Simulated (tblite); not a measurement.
Compound: 4-bromo-1-butene, C₄H₇Br.
Bonds: C1–C2 (double), C2–C3, C3–C4, C4–Br5. Hydrogens: H6, H7 on C1; H8 on C2; H9, H10 on C3; H11, H12 on C4.

Computed with GFN2-xTB (tblite), gas phase: nudged elastic band of 9 images (0 to 8), spring 0.2 eV/Å², climbing image at the end, force threshold 0.05 eV/Å. The top image wasn't refined or checked by frequencies; at this threshold it can lie a kcal/mol or more above the true saddle point of the method.

The band describes a rotation about C3–C4 (allylic carbon, sp3 C–Br carbon), followed by the dihedral C2–C3–C4–Br5, from the optimised start (-179°) to a second optimised geometry at -65°.

Q: Give the energy profile along the converged band.

A: 
| image | dihedral (°) | E (kJ/mol) | C3–C4 (Å) | C2···Br5 (Å) | largest true force (eV/Å) |
| --- | --- | --- | --- | --- | --- |
| 0 | -179 | 0.00 | 1.521 | 4.23 | 0.01 |
| 1 | -165 | 1.58 | 1.522 | 4.22 | 0.04 |
| 2 | -151 | 5.50 | 1.526 | 4.18 | 0.06 |
| 3 | -136 | 9.68 | 1.530 | 4.09 | 0.05 |
| 4 | -121 | 11.77 | 1.533 | 3.98 | 0.03 |
| 5 | -107 | 10.64 | 1.532 | 3.83 | 0.05 |
| 6 | -93 | 6.86 | 1.528 | 3.65 | 0.06 |
| 7 | -78 | 2.67 | 1.524 | 3.46 | 0.05 |
| 8 | -65 | 0.94 | 1.522 | 3.32 | 0.01 |

Barriers of this band. The top is image 4 at -121°: 11.77 kJ/mol forward and 10.83 kJ/mol back; the end lies 0.94 kJ/mol above the start. The central bond is 0.012 Å longer at the top than at the start.

Q: What rate follows at 250 K for crossing this barrier forward?

A: Taking the electronic barrier for the free energy of activation (no zero-point or entropy terms, transmission 1), rate = (kT/h)·exp(−ΔE/kT) ≈ 2 × 10^10 s⁻¹, whose inverse is 6 × 10^-11 s. An error of 1 kcal/mol in the barrier changes this by a factor of 7, and the method and the loose band can each miss by that much or more.

Q: How would the two end points share their population at 250 K, from these energies alone?

A: exp(−ΔE/kT) with ΔE = 0.010 eV gives 0.63 for the higher one (end) against 1 for the lower, without vibrational, rotational or degeneracy terms. GFN2-xTB can put conformers this close in the wrong order.

Q: How long is the path, and how are the images spaced?

A: Cartesian distances between aligned neighbours (all atoms, Å): 0.48, 0.50, 0.51, 0.51, 0.50, 0.50, 0.50, 0.47; the sum is 3.97 Å, and the top lies 50 % of the way along.

The cost below is that of the whole band run. The run took about 5 s of CPU time (one thread, shared machine).
